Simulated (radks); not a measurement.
Values are calculated unless marked as measured or tabulated.
Spherical jellium clusters: N electrons in a uniform positive sphere of charge N and radius rs N^(1/3), rs = 5.56 bohr. Level of theory: non-relativistic Kohn-Sham, LDA (Slater exchange, Perdew-Wang correlation), spin-polarised, spherical densities (a radial shooting solver with Libxc functionals). Levels are named by radial order and angular momentum (1s, 1p, 1d, 2s, ...), and open shells are averaged over m.

N = 17, configuration 1s2 1p6 1d(up 5, down 4). This is the lowest configuration that the search found. Occupied and some empty levels:

level    occupation  eigenvalue (eV)  <r> (bohr)
1s up             1          -3.4478       8.768
1s down           1          -3.4072       8.665
1p up             3          -2.9908       10.44
1p down           3          -2.9394       10.43
1d up             5          -2.4201       11.52
1d down           4          -2.3671       11.54
2s up             0          -2.1617       9.112
2s down           0          -2.1401       9.175
1f up             0          -1.7464       12.43
1f down           0          -1.6956       12.47
2p up             0          -1.3307       11.05
2p down           0          -1.3049       11.08

Energy (eV): total -30.2291, kinetic 16.436, external -657.58, Hartree 328.20, exchange-correlation -47.330, background 330.05.
